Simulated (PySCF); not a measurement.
**Spin–spin couplings to the heavy atom in `C=C[Te]C`, C₃H₆Te**

Geometry:
| atom | x (Å) | y (Å) | z (Å) |
| --- | --- | --- | --- |
| C1 | 1.505 | 0.578 | -0.152 |
| C2 | 1.249 | -0.698 | -0.445 |
| Te3 | -0.598 | -1.692 | -0.314 |
| C4 | -1.706 | 0.018 | 0.356 |
| H5 | 2.518 | 0.976 | -0.268 |
| H6 | 0.742 | 1.274 | 0.207 |
| H7 | 2.049 | -1.357 | -0.800 |
| H8 | -1.620 | 0.824 | -0.384 |
| H9 | -1.334 | 0.346 | 1.336 |
| H10 | -2.756 | -0.291 | 0.443 |

Method: indirect couplings at PBE0/pcJ-1 (dyall-v2z on Te), isolated molecule, Gaussian nuclear model, PBE0-D3(BJ)/def2-SVP geometry; PySCF 2.14 with density-fitted X2C routines.

Non-relativistic values:
```csv
coupling,atoms,J (Hz)
"1J(125Te,13C)",Te3 – C2,262.0
"1J(125Te,13C)",Te3 – C4,154.5
"2J(125Te,13C)",Te3 – C1,25.1
"2J(125Te,1H)",Te3 – H7,-116.8
"2J(125Te,1H)",Te3 – H8/H9/H10,-24.5
"3J(125Te,1H)",Te3 – H5,-17.2
"3J(125Te,1H)",Te3 – H6,-18.4
```

Q: What do two-component X2C with spin–orbit coupling give?

A: 
```
     coupling            atoms  with spin–orbit (Hz)
1J(125Te,13C)         Te3 – C2                 393.9
1J(125Te,13C)         Te3 – C4                 230.0
2J(125Te,13C)         Te3 – C1                  30.4
 2J(125Te,1H)         Te3 – H7                -148.3
 2J(125Te,1H)  Te3 – H8/H9/H10                 -37.9
 3J(125Te,1H)         Te3 – H5                  -6.3
 3J(125Te,1H)         Te3 – H6                 -17.4
```

The largest listed coupling, 1J(125Te,13C), ends at 1.50 times its non-relativistic value. Equivalent partners are averaged, as under fast rotation. In the static structure 2J(125Te,1H) spreads over -3.7, -2.4, -107.5 Hz.
